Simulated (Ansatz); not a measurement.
Species: sum formula Si₂H₄F, charge -1, multiplicity 1. It need not be the lowest isomer of its formula. Whether it binds its extra electron was not tested at this geometry. 
Structure (B3LYP-D3(BJ)/def2-TZVP (Ansatz, a first-principles code) minimum search):
SMILES: F[SiH2][SiH2-]
```xyz
7

F     -1.6720    -0.7913    -0.3765
Si    -0.6305     0.2475     0.3836
Si     1.5890     0.1162    -0.3667
H     -1.2534     1.5946     0.1132
H     -1.0051     0.0072     1.8262
H      1.8926     1.3397     0.5155
H      1.9949    -0.9120     0.6965
```
Charge -1, spin multiplicity 1.

Basis-set convergence of Hartree-Fock and MP2 correlation energies (hartree) with Ansatz. Valence correlation only, unless marked. No spin-orbit coupling. No relativistic terms. This anion needs diffuse functions, which these sets lack.

| basis | functions | E(HF) | E(corr, MP2) |
|---|---|---|---|
| cc-pV(D+d)Z | 80 | -679.68129 | -0.39861 |
| cc-pV(T+d)Z | 164 | -679.74551 | -0.51856 |
| cc-pV(Q+d)Z | 303 | -679.76386 | -0.56322 |
| cc-pV(5+d)Z | 511 | … | … |

Fill in the missing entries.


- cc-pV(5+d)Z, E(HF): -679.76774
- cc-pV(5+d)Z, E(corr, MP2): -0.58188
